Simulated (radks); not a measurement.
The numbers below are computed, except where a source is named.
The rhenium anion Re- inside a hard spherical wall (all orbitals vanish at R), configuration held at [Xe] 4f14 5d6 6s2 and not refilled when levels cross. Code: a radial shooting solver on a logarithmic mesh with Libxc functionals. Model: scalar-relativistic Kohn-Sham, LDA (Slater exchange, Perdew-Wang correlation), spin-polarised, spherical densities, point nucleus; open shells are filled with parallel spins first (spin-orbit coupling, left out, can overturn this in heavy ions). Eigenvalues in eV for spin up, with the zero of energy where the potential of the charges vanishes at infinity; a dash marks a level that is unbound or too diffuse for the functional's potential to be trusted. A positive occupied level is held by the wall or, in an anion where self-interaction has pushed it up, behind a barrier. The pressure on the wall is -dE/dV.

R (bohr)  E (hartree)  kinetic (hartree)    e(5p)    e(4f)   e(6s)   e(5d)  e(6p, empty)  e(7s, empty)  pressure (GPa)
15        -16682.7343          18434.856  -40.082  -34.651  -0.575   0.809         2.680         2.953         0.00310
8         -16682.7146          18434.952  -38.900  -33.480   0.318   1.883         4.584         8.819           0.548
7         -16682.6905          18435.068  -38.147  -32.715   0.935   2.555         5.638        12.124            1.76
5         -16682.4499          18436.082  -33.975  -28.311   4.916   6.286        11.710        29.715            27.8
3         -16679.3995          18446.944  -15.597   -6.947  35.318  25.903        52.924        128.40            1310
2.5       -16675.1568          18461.830   -1.721    9.593  68.961  43.269        94.741        216.80            5070
2         -16662.4069          18505.114   29.076   42.842  153.02  82.966        192.36        409.19           25900
